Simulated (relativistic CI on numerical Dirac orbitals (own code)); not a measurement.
Computed by Dirac equation for one electron, model QED (radiative potential, 1s self-energy scaled to tabulated hydrogen-like ionisation energies) (own radial code, finite nucleus).

CI space: 1s, 2s, 2p, 3s, 3p, 3d, 4s, 4p, 4d, 4f, 5s, 5p, 5d, 5f, 5g, 6s, 6p, 6d. Levels of other configurations are missing.

Outline of the computed level scheme of I LIII. Lowest level of each configuration: 1s 2S_1/2 at 0.0 eV; 2p 2P°_1/2 at 29681.8 eV; 2s 2S_1/2 at 29688.5 eV; 3p 2P°_1/2 at 35303.9 eV; 3s 2S_1/2 at 35305.9 eV; 3d 2D_3/2 at 35421.0 eV; 4p 2P°_1/2 at 37255.2 eV; 4s 2S_1/2 at 37256.0 eV; 4d 2D_3/2 at 37304.4 eV.

Some strong electric-dipole decays among the lowest 14 levels: 2p 2P°_1/2 → 1s 2S_1/2 (5.0e+15 s⁻¹); 2p 2P°_3/2 → 1s 2S_1/2 (4.8e+15 s⁻¹); 3p 2P°_3/2 → 1s 2S_1/2 (1.3e+15 s⁻¹); 3p 2P°_1/2 → 1s 2S_1/2 (1.3e+15 s⁻¹); 4p 2P°_3/2 → 1s 2S_1/2 (5.3e+14 s⁻¹); 4p 2P°_1/2 → 1s 2S_1/2 (5.1e+14 s⁻¹); 3d 2D_5/2 → 2p 2P°_3/2 (5.1e+14 s⁻¹); 3d 2D_3/2 → 2p 2P°_1/2 (4.5e+14 s⁻¹).
